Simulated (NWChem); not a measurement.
System: BH$_{3}$O; SMILES BO

Output (shortened):

```
             Northwest Computational Chemistry Package (NWChem) 7.3.0
             --------------------------------------------------------

 CS  symmetry detected

                             Geometry "geometry" -> ""
                             -------------------------

 Output coordinates in angstroms (scale by  1.889725989 to convert to a.u.)

  No.       Tag          Charge          X              Y              Z
 ---- ---------------- ---------- -------------- -------------- --------------
    1 B                    5.0000     0.00824950     0.71186122     0.00000000
    2 H                    1.0000     1.03977375     1.31747146     0.00000000
    3 H                    1.0000    -1.06220966     1.25835219     0.00000000
    4 O                    8.0000     0.09292848    -0.63304224     0.00000000
    5 H                    1.0000    -0.76223942    -1.07079184     0.00000000

 Effective nuclear repulsion energy (a.u.)      30.4066644259

      Symmetry information
      --------------------

 Group name             Cs
 Group number              2
 Group order               2
 No. of unique centers     5

  pbe96 is a nonlocal functional; adding pw91lda local functional.

                                 NWChem DFT Module
                                 -----------------

 Summary of "ao basis" -> "ao basis" (spherical)
 ------------------------------------------------------------------------------
       Tag                 Description            Shells   Functions and Types
 ---------------- ------------------------------  ------  ---------------------
 B                          def2-svp                 6       14   3s2p1d
 H                          def2-svp                 3        5   2s1p
 O                          def2-svp                 6       14   3s2p1d

      Symmetry analysis of basis
      --------------------------

        a'         32
        a"         11

            General Information
            -------------------
          SCF calculation type: DFT
          Wavefunction type:  closed shell.
          No. of atoms     :     5
          No. of electrons :    16
           Alpha electrons :     8
            Beta electrons :     8
          Charge           :     0
          Spin multiplicity:     1
          Use of symmetry is: on ; symmetry adaption is: on
          Maximum number of iterations: 150
          AO basis - number of functions:    43
                     number of shells:    21
          Convergence on energy requested:  1.00D-06
          Convergence on density requested:  1.00D-05
          Convergence on gradient requested:  5.00D-04

              XC Information
              --------------
                     Hartree-Fock (Exact) Exchange  1.000
                     LC-wPBE(h)Exchange Functional  1.000
            Perdew 1991 LDA Correlation Functional  1.000 local
           PerdewBurkeErnz. Correlation Functional  1.000 non-local

           Range-Separation Parameters
           ---------------------------
           Alpha           :  0.00
           Beta            :  1.00
           Gamma           :  0.30
           Short-Range HF  :     F

             Grid Information
             ----------------
          Grid used for XC integration:  medium
          Radial quadrature: Mura-Knowles
          Angular quadrature: Lebedev.
          Tag              B.-S. Rad. Rad. Pts. Rad. Cut. Ang. Pts.
          ---              ---------- --------- --------- ---------
          B                   0.85       49           7.0       434
          H                   0.35       45           9.0       434
          O                   0.60       49           7.0       434
          Grid pruning is: on
          Number of quadrature shells:   233
          Spatial weights used:  Erf1

      Superposition of Atomic Density Guess
      -------------------------------------

 Sum of atomic energies:        -100.69298556

      Non-variational initial energy
      ------------------------------

 Total energy =    -101.377924
 1-e energy   =    -196.406009
 2-e energy   =      64.621420
 HOMO         =      -0.374340
 LUMO         =       0.011523

      Symmetry analysis of molecular orbitals - initial
      -------------------------------------------------

  Numbering of irreducible representations:

     1 a'          2 a"

  Orbital symmetries:

     1 a'          2 a'          3 a'          4 a'          5 a'
     6 a'          7 a"          8 a'          9 a"         10 a'
    11 a'         12 a'         13 a'         14 a'         15 a'
    16 a"         17 a'         18 a'

   convergence    iter        energy       DeltaE   RMS-Dens  Diis-err
 ---------------- ----- ----------------- --------- --------- ---------
 d= 0,ls=0.0,diis     1   -101.6911344114 -1.32D+02  1.64D-02  3.86D-01
 d= 0,ls=0.0,diis     2   -101.7037445654 -1.26D-02  7.56D-03  3.91D-01
 d= 0,ls=0.0,diis     3   -101.7374647011 -3.37D-02  1.29D-03  7.03D-03
 d= 0,ls=0.0,diis     4   -101.7383175322 -8.53D-04  3.81D-04  2.43D-04
 d= 0,ls=0.0,diis     5   -101.7383566302 -3.91D-05  1.60D-04  1.24D-05
  Resetting Diis
 d= 0,ls=0.0,diis     6   -101.7383595435 -2.91D-06  2.82D-05  4.68D-07
 d= 0,ls=0.0,diis     7   -101.7383596447 -1.01D-07  7.82D-06  3.08D-08

         Total DFT energy =     -101.738359644730
      One electron energy =     -198.245636469048
           Coulomb energy =       79.768848769827
    Exchange-Corr. energy =      -13.668236371359
 Nuclear repulsion energy =       30.406664425850

 Numeric. integr. density =       15.999999903751

                  Occupations of the irreducible representations
                  ----------------------------------------------

                     irrep           alpha         beta
                     --------     --------     --------
                     a'                7.0          7.0
                     a"                1.0          1.0

                       DFT Final Molecular Orbital Analysis
                       ------------------------------------

 Vector    6  Occ=2.000000D+00  E=-4.963331D-01  Symmetry=a'
              MO Center=  3.7D-01,  3.4D-01,  2.3D-16, r^2= 1.7D+00
   Bfn.  Coefficient  Atom+Function         Bfn.  Coefficient  Atom+Function
  ----- ------------  ---------------      ----- ------------  ---------------
    29      0.364945  4 O  py                 5      0.333180  1 B  py
    15     -0.278628  2 H  s                 28     -0.226701  4 O  px
    32      0.180989  4 O  py                 4      0.165606  1 B  px
    31     -0.132211  4 O  px                27     -0.131256  4 O  s
     7     -0.124647  1 B  px                 2     -0.095140  1 B  s

 Vector    7  Occ=2.000000D+00  E=-4.709984D-01  Symmetry=a"
              MO Center=  6.5D-02, -4.6D-01,  1.7D-16, r^2= 8.3D-01
   Bfn.  Coefficient  Atom+Function         Bfn.  Coefficient  Atom+Function
  ----- ------------  ---------------      ----- ------------  ---------------
    30      0.591453  4 O  pz                33      0.406016  4 O  pz
     6     -0.209083  1 B  pz                 9      0.102600  1 B  pz
    11     -0.038272  1 B  d -1              43      0.028149  5 H  pz

 Vector    8  Occ=2.000000D+00  E=-4.004886D-01  Symmetry=a'
              MO Center=  2.9D-03,  6.2D-01, -2.2D-16, r^2= 2.1D+00
   Bfn.  Coefficient  Atom+Function         Bfn.  Coefficient  Atom+Function
  ----- ------------  ---------------      ----- ------------  ---------------
     4      0.345163  1 B  px                20      0.302804  3 H  s
    28      0.301573  4 O  px                15     -0.282535  2 H  s
    21      0.252369  3 H  s                 16     -0.232650  2 H  s
    31      0.186604  4 O  px                27      0.161510  4 O  s
    39     -0.160832  5 H  s                 29     -0.137847  4 O  py

 Vector    9  Occ=0.000000D+00  E= 7.013840D-02  Symmetry=a"
              MO Center=  7.4D-03,  6.5D-01, -2.3D-15, r^2= 2.3D+00
   Bfn.  Coefficient  Atom+Function         Bfn.  Coefficient  Atom+Function
  ----- ------------  ---------------      ----- ------------  ---------------
     9      0.653557  1 B  pz                 6     -0.505508  1 B  pz
    33     -0.333957  4 O  pz                30     -0.295503  4 O  pz

 Vector   10  Occ=0.000000D+00  E= 1.352314D-01  Symmetry=a'
              MO Center= -8.5D-01, -9.7D-01,  4.4D-16, r^2= 2.6D+00
   Bfn.  Coefficient  Atom+Function         Bfn.  Coefficient  Atom+Function
  ----- ------------  ---------------      ----- ------------  ---------------
    40      1.195824  5 H  s                 27     -0.951386  4 O  s
     8     -0.331402  1 B  py                31      0.316827  4 O  px
    21      0.235719  3 H  s                 28      0.221225  4 O  px
    39      0.181005  5 H  s                 26     -0.165332  4 O  s
     7      0.141735  1 B  px                32      0.129692  4 O  py

 Vector   11  Occ=0.000000D+00  E= 2.377660D-01  Symmetry=a'
              MO Center= -1.3D-01,  1.2D+00, -5.7D-16, r^2= 3.9D+00
   Bfn.  Coefficient  Atom+Function         Bfn.  Coefficient  Atom+Function
  ----- ------------  ---------------      ----- ------------  ---------------
     3      3.371924  1 B  s                 21     -2.215526  3 H  s
    16     -1.981286  2 H  s                  8      1.073571  1 B  py
     2      0.222294  1 B  s                  5     -0.161105  1 B  py
    15     -0.151887  2 H  s                 20     -0.146602  3 H  s
    27     -0.119246  4 O  s                  7     -0.112273  1 B  px

     Multipole analysis of the density
     ---------------------------------

     L   x y z        total         alpha         beta         nuclear
     -   - - -        -----         -----         ----         -------
     0   0 0 0     -0.000000     -8.000000     -8.000000     16.000000

     1   1 0 0     -0.593292     -0.296646     -0.296646     -0.000000
     1   0 1 0     -0.344140     -0.172070     -0.172070     -0.000000
     1   0 0 1     -0.000000     -0.000000     -0.000000      0.000000

     2   2 0 0     -9.575100     -9.893911     -9.893911     10.212721
     2   1 1 0      1.503261      0.022813      0.022813      1.457635
     2   1 0 1     -0.000000     -0.000000     -0.000000      0.000000
     2   0 2 0     -9.769245    -23.106778    -23.106778     36.444312
     2   0 1 1      0.000000      0.000000      0.000000      0.000000
     2   0 0 2     -9.343791     -4.671895     -4.671895      0.000000

                                 NWChem DFT Module
                                 -----------------

      Symmetry analysis of basis
      --------------------------

        a'         32
        a"         11

            General Information
            -------------------
          SCF calculation type: DFT
          Wavefunction type:  spin polarized.
          No. of atoms     :     5
          No. of electrons :    15
           Alpha electrons :     8
            Beta electrons :     7
          Charge           :     1
          Spin multiplicity:     2
          Use of symmetry is: on ; symmetry adaption is: on
          Maximum number of iterations: 150
          This is a Direct SCF calculation.
          AO basis - number of functions:    43
                     number of shells:    21
          Convergence on energy requested:  1.00D-06
          Convergence on density requested:  1.00D-05
          Convergence on gradient requested:  5.00D-04

              XC Information
              --------------
                     Hartree-Fock (Exact) Exchange  1.000
                     LC-wPBE(h)Exchange Functional  1.000
            Perdew 1991 LDA Correlation Functional  1.000 local
           PerdewBurkeErnz. Correlation Functional  1.000 non-local

           Range-Separation Parameters
           ---------------------------
           Alpha           :  0.00
           Beta            :  1.00
           Gamma           :  0.30
           Short-Range HF  :     F

             Grid Information
             ----------------
          Grid used for XC integration:  medium
          Radial quadrature: Mura-Knowles
          Angular quadrature: Lebedev.
          Tag              B.-S. Rad. Rad. Pts. Rad. Cut. Ang. Pts.
          ---              ---------- --------- --------- ---------
          B                   0.85       49           7.0       434
          H                   0.35       45           9.0       434
          O                   0.60       49           7.0       434
          Grid pruning is: on
          Number of quadrature shells:   233
          Spatial weights used:  Erf1

      Superposition of Atomic Density Guess
      -------------------------------------

 Sum of atomic energies:        -100.69298556

 Renormalizing density from      16.00 to     15

      Non-variational initial energy
      ------------------------------

 Total energy =     -96.927799
 1-e energy   =    -184.130633
 2-e energy   =      56.796170
 HOMO         =      -0.716111
 LUMO         =      -0.355578

   Symmetry analysis of molecular orbitals - initial alpha
   -------------------------------------------------------

  Numbering of irreducible representations:

     1 a'          2 a"

  Orbital symmetries:

     1 a'          2 a'          3 a'          4 a'          5 a'
     6 a"          7 a'          8 a'          9 a"         10 a'
    11 a'         12 a'         13 a'         14 a'         15 a'
    16 a"         17 a'         18 a'

   Symmetry analysis of molecular orbitals - initial beta
   ------------------------------------------------------

  Numbering of irreducible representations:

     1 a'          2 a"

  Orbital symmetries:

     1 a'          2 a'          3 a'          4 a'          5 a'
     6 a"          7 a'          8 a'          9 a"         10 a'
    11 a'         12 a'         13 a'         14 a'         15 a'
    16 a"         17 a'         18 a'

   convergence    iter        energy       DeltaE   RMS-Dens  Diis-err
 ---------------- ----- ----------------- --------- --------- ---------
 d= 0,ls=0.0,diis     1   -100.9739140331 -1.31D+02  2.57D-02  8.04D-01
                                                     2.35D-02  7.94D-01
 d= 0,ls=0.0,diis     2   -100.1709843505  8.03D-01  1.89D-02  2.79D+00
                                                     1.66D-02  2.39D+00
 d= 0,ls=0.0,diis     3   -101.3004555611 -1.13D+00  1.63D-03  8.76D-03
                                                     2.09D-03  1.11D-02
 d= 0,ls=0.0,diis     4   -101.3066458388 -6.19D-03  5.04D-04  7.30D-04
                                                     4.03D-04  4.00D-04
 d= 0,ls=0.0,diis     5   -101.3070138086 -3.68D-04  2.29D-04  1.03D-04
                                                     2.32D-04  5.17D-05
  Resetting Diis
 d= 0,ls=0.0,diis     6   -101.3071085834 -9.48D-05  1.60D-04  2.77D-05
                                                     1.81D-04  1.13D-05
 d= 0,ls=0.0,diis     7   -101.3071481846 -3.96D-05  5.69D-05  4.68D-06
                                                     5.19D-05  2.34D-06
 d= 0,ls=0.0,diis     8   -101.3071540886 -5.90D-06  1.25D-05  1.18D-06
                                                     3.66D-05  3.84D-06
 d= 0,ls=0.0,diis     9   -101.3071567203 -2.63D-06  7.99D-05  1.84D-06
                                                     1.07D-04  9.13D-07
 d= 0,ls=0.0,diis    10   -101.3071614295 -4.71D-06  6.51D-06  1.15D-08
                                                     8.52D-06  1.68D-08
 d= 0,ls=0.0,diis    11   -101.3071614665 -3.70D-08  1.33D-06  1.71D-09
                                                     1.74D-06  1.53D-09

         Total DFT energy =     -101.307161466532
      One electron energy =     -192.970891470600
           Coulomb energy =       74.547519488511
    Exchange-Corr. energy =      -13.290453910294
 Nuclear repulsion energy =       30.406664425850

 Numeric. integr. density =       14.999999804353

[...]
```

Level: LC-wPBE (HJS exchange hole, range parameter 0.3 per bohr)/def2-SVP, vertical spin-unrestricted ions. Geometry: optimised at PBE0-D3(BJ)/def2-TZVP.

Problem. Reconstruct the input file.

Solution. One answer among several that fit: the input that was run:
```
start job
memory heap 200 mb stack 900 mb global 1100 mb
geometry units angstroms noautoz
  B      0.017697     0.699258     0.000000
  H      1.049642     1.304151     0.000000
  H     -1.052382     1.246493     0.000000
  O      0.101441    -0.645704     0.000000
  H     -0.754031    -1.082859     0.000000
end
basis spherical
  * library def2-svp
end
dft
  xc xwpbe 1.00 cpbe96 1.0 hfexch 1.00
  cam 0.3 cam_alpha 0.0 cam_beta 1.0
  iterations 150
  vectors input atomic output neutral.movecs
end
task dft energy
charge 1
dft
  odft
  mult 2
  vectors input atomic output cation.movecs
end
task dft energy
```
